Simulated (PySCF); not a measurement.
**From a log to its input**

A PySCF 2.14 run on the atoms Be 0 0 0; I 0 0 2.005 (angstrom) printed this (some set-up lines and the per-cycle HOMO/LUMO lines with their warnings removed):

```
PySCF version 2.14.0

[INPUT] verbose = 4
[INPUT] num. atoms = 2
[INPUT] num. electrons = 29
[INPUT] charge = 0
[INPUT] spin (= nelec alpha-beta = 2S) = 1
[INPUT] symmetry False subgroup None
[INPUT] Mole.unit = angstrom

nuclear repulsion = 26.3928783501247
number of shells = 15
number of NR pGTOs = 80
number of NR cGTOs = 35
basis = def2-svp
ecp = {'I': 'def2-svp'}

******** <class 'pyscf.scf.uhf.UHF'> ********
method = UHF
initial guess = minao
damping factor = 0
level_shift factor = 0
DIIS = <class 'pyscf.scf.diis.CDIIS'>
diis_start_cycle = 1
diis_space = 8
diis_damp = 0
SCF conv_tol = 1e-09
SCF conv_tol_grad = None
SCF max_cycles = 50
direct_scf = True
direct_scf_tol = 1e-13
number electrons alpha = 15  beta = 14
Set gradient conv threshold to 3.16228e-05
init E= -279.555951960449

cycle= 1 E= -310.228170598556  delta_E= -30.7  |g|= 1.54  |ddm|= 5.54
cycle= 2 E= -310.961121445548  delta_E= -0.733  |g|= 0.775  |ddm|= 3.81
cycle= 3 E= -311.259968624334  delta_E= -0.299  |g|= 0.103  |ddm|= 1.09
cycle= 4 E= -311.272556256183  delta_E= -0.0126  |g|= 0.0307  |ddm|= 0.278
cycle= 5 E= -311.274486655066  delta_E= -0.00193  |g|= 0.0119  |ddm|= 0.126
cycle= 6 E= -311.274855899823  delta_E= -0.000369  |g|= 0.0023  |ddm|= 0.0817
cycle= 7 E= -311.274869215146  delta_E= -1.33e-05  |g|= 0.00075  |ddm|= 0.0152
cycle= 8 E= -311.274870830163  delta_E= -1.62e-06  |g|= 0.000234  |ddm|= 0.00403
cycle= 9 E= -311.274871006542  delta_E= -1.76e-07  |g|= 7.28e-05  |ddm|= 0.00099
cycle= 10 E= -311.274871022625  delta_E= -1.61e-08  |g|= 2.19e-05  |ddm|= 0.000303
cycle= 11 E= -311.274871024098  delta_E= -1.47e-09  |g|= 6.85e-06  |ddm|= 9.95e-05
cycle= 12 E= -311.274871024257  delta_E= -1.6e-10  |g|= 2.71e-06  |ddm|= 3.1e-05
Extra cycle  E= -311.274871024275  delta_E= -1.77e-11  |g|= 1.65e-06  |ddm|= 7.62e-06
converged SCF energy = -311.274871024275  <S^2> = 0.75423875  2S+1 = 2.0042343
polarizability (a.u.)
Isotropic polarizability 44.7997168527
Polarizability anisotropy 11.3177393665
[[41.0271 -0.     -0.    ]
 [-0.     41.0271 -0.    ]
 [-0.     -0.     52.3449]]
Dipole moment(X, Y, Z, Debye): -0.00000,  0.00000, -0.10287
orbital energies (hartree): [array([-0.3966, -0.3966, -0.3181,  0.052 ,  0.052 ,  0.1277]), array([-0.4768, -0.3978, -0.3978,  0.0364,  0.0939,  0.0939])]
```

Problem. Write the input that gave this log.

Solution. The input was:

```python
from pyscf import gto, scf
from pyscf.prop.polarizability import uhf as pol

mol = gto.M(
    atom='Be 0 0 0; I 0 0 2.005',
    basis='def2-svp',
    ecp={'I': 'def2-svp'},
    charge=0,
    spin=1,
    verbose=4,
)
mf = scf.UHF(mol)
mf.kernel()
print('polarizability (a.u.)')
print(pol.Polarizability(mf).polarizability().round(4))
mf.dip_moment()
print('orbital energies (hartree):', [e[max(0, n-3):n+3].round(4) for e, n in zip(mf.mo_energy, mol.nelec)])
```

The bond length is a typed value, not an optimised one. No search for the lowest solution was made.
